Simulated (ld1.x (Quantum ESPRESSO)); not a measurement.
In (Z = 49): variants of one TM potential

Base potential:

ld1.x (Quantum ESPRESSO) 7.5 input, shortened:

```
&input
   title='In', zed=49., rel=1, dft='PBE', iswitch=3,
   config='[Kr] 4d10 5s1.75 5p1.25'
 /
 &inputp
   pseudotype=2, tm=.true., lloc=2,
   nlcc=.true., new_core_ps=.true.
 /
3
4S  1  0   2.00   0.00  1.15  1.15  0.0
4P  2  1   6.00   0.00  1.35  1.35  0.0
4D  3  2  10.00   0.00  1.75  1.75  0.0
 &test
   configts(1)='4s2 4p6 4d10 5s1.75 5p1.25'
 /
```

Occupied shells without a wave of their own: 5p, 5s. They enter only through the test configuration that unscreens the potential, and ld1.x also counts them in the model core charge.

Cutoffs, loose and tight: the cutoffs (Ry, on a coarse ladder) from which the occupation-weighted sum of valence levels, in a spherical-Bessel basis at the reference potential, stays within 10 and 1 mRy of its value at 400 Ry. They do not see the model core or the augmentation charge, which bear on the density cutoff. Test errors are all-electron minus pseudo excitation energies from the reference, over the configurations 4s2 4p6 4d10 5s2 5p1; 4s2 4p6 4d10 5s2 5p0; 4s2 4p6 4d10 5s1 5p0; 4s2 4p6 4d10 5s1 5p1; 4s2 4p6 4d9 5s0 5p0; 4s2 4p6 4d10 5s0 5p0; 4s2 4p6 4d9 5s2 5p1. A dash means not determined; rows that change the core or the reference have their own tests. The largest error is taken over the tests solved by every variant that gives reliable tests at all: 4s2 4p6 4d10 5s0 5p0; 4s2 4p6 4d10 5s1 5p0; 4s2 4p6 4d10 5s1 5p1; 4s2 4p6 4d10 5s2 5p0; 4s2 4p6 4d10 5s2 5p1; 4s2 4p6 4d9 5s0 5p0.

With those shells counted twice in exchange and correlation these files are broken, and their errors move erratically; no question is asked of them.

A true bound ghost makes a file unfit for plane-wave use even where its test errors are small: the radial tests pick states by their node count and pass the ghost by.

Cutoffs are not given where the Bessel-basis levels miss the radial ones by over 6 mRy, ghosts where they miss by over 20 mRy; a channel whose overlap is not positive is not tested.

The default core radius of the base comes out at 0.55 bohr.

```csv
change,outcome,"cutoff, loose","cutoff, tight",bound ghosts,largest test error (meV)
base,"generated, misses its reference levels by 0.32 eV",120 Ry,200 Ry,none,-2805
wave 4d (bound): rc 1.75 bohr becomes 4d (bound): rc 1.12 bohr,"generated, misses its reference levels by 0.37 eV",120 Ry,200 Ry,none,-3179
"type PAW; waves now 4s (bound): rcut 1.10, rcutus 1.15 bohr; 5s (bound): rcut 1.10, rcutus 1.15 bohr; 4p (bound): rcut 1.20, rcutus 1.35 bohr; 5p (bound): rcut 1.20, rcutus 1.35 bohr; 4d (bound): rcut 1.50, rcutus 1.75 bohr; 4d channel at -0.6 Ry: rcut 1.50, rcutus 1.75 bohr; local potential all-electron potential smoothed inside 1.30 bohr (lloc = -2); augmentation BG, radius 0.85 bohr",generated,60 Ry,100 Ry,none,+98
functional LDA (PZ),"generated, misses its reference levels by 0.34 eV",120 Ry,200 Ry,none,-3079
core correction Bessel-smoothed model core inside 1.06 bohr,"generated, misses its reference levels by 0.32 eV",120 Ry,200 Ry,none,-2800
"core [Kr], valence charge 13; reference 4d10 5s1 5p0; waves now 5s (bound): rc 1.65 bohr; 5p (bound): rc 2.60 bohr; 4d (bound): rc 1.70 bohr; local potential all-electron potential smoothed inside 1.65 bohr (lloc = -1)",generated,70 Ry,120 Ry,s,-290
reference 4s2 4p6 4d10 5s1.5 5p1.5,"generated, misses its reference levels by 0.33 eV",120 Ry,200 Ry,none,-2578
fully relativistic,"generated, misses its reference levels by 0.52 eV",120 Ry,200 Ry,none,-2773
wave 4s (bound): rc 1.15 bohr becomes 4s (bound): rc 1.64 bohr,"generated, misses its reference levels by 3.48 eV",–,–,none,-15846
```
